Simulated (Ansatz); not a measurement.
Abridged output of a molecular run in Ansatz:

```
Functional definition: HF
1542 factors; integrals over basis functions are off by at most 9.5e-4 eV
mean field evaluation 1: about -20921.8408 eV, gradient 4.9e1 eV
mean field evaluation 2: about -20922.2285 eV, gradient 5.0e1 eV
mean field evaluation 4: about -20927.4606 eV, gradient 4.6e0 eV
mean field evaluation 8: about -20927.5525 eV, gradient 4.3e-1 eV
mean field evaluation 16: about -20927.5534 eV, gradient 1.2e-6 eV
mean field -20927.55336414 eV, -769.0734009269 hartree, gradient 1.2e-6 eV, S^2 0.000000; 0 other end points of the search recorded, 0 dependent functions left out
13 core orbitals not correlated: weight in the atoms' cores, before any rotation towards them, 1.000 or more for the frozen orbitals, at most 0.000 for the correlated occupied ones
reference -20927.55336414 eV, -769.0734009269 hartree; 15, 15 occupied and 233, 233 virtual orbitals, 1542 factors
second order -24.10761376 eV of doubles, -0.00000000 eV of singles
cycle   1  -24.36886750 eV  change   -2.6e-1 eV  update   1.2e-1
cycle   2  -25.01388709 eV  change   -6.5e-1 eV  update   3.8e-2
cycle   3  -25.18700393 eV  change   -1.7e-1 eV  update   2.1e-2
cycle   4  -25.17069044 eV  change    1.6e-2 eV  update   5.5e-3
cycle   5  -25.16783301 eV  change    2.9e-3 eV  update   3.0e-3
cycle   6  -25.16967300 eV  change   -1.8e-3 eV  update   1.1e-3
cycle   7  -25.16917150 eV  change    5.0e-4 eV  update   4.8e-4
cycle   8  -25.16899484 eV  change    1.8e-4 eV  update   1.6e-4
cycle   9  -25.16908278 eV  change   -8.8e-5 eV  update   6.3e-5
cycle  10  -25.16909467 eV  change   -1.2e-5 eV  update   2.3e-5
perturbative correction -1.00909032 eV, -0.0370833853 hartree
Total energy: -20953.73154913 eV, -770.0354314812 hartree
```

Its atoms:

```xyz
11

O    -0.007    1.225    1.734
Si    1.232    0.983    0.672
Si    0.376   -0.699   -0.704
C    -1.414   -0.652   -1.013
O    -0.913   -1.379    0.150
H    -0.597    0.471    1.830
H     2.483    0.539    1.349
H     1.514    2.256   -0.035
H     1.216   -1.654   -1.469
H    -2.021    0.214   -0.756
H    -1.868   -1.303   -1.757
```

Which basis set was used?
A. def2-TZVPP
B. def2-QZVPP
C. cc-pV(Q+d)Z
D. def2-SVP

A. It gives 261 functions.

Write the keys of the input that set method, charge and spin (a neutral closed shell needs none for the last two).


```yaml
correlation: {method: ccsd_t}
```
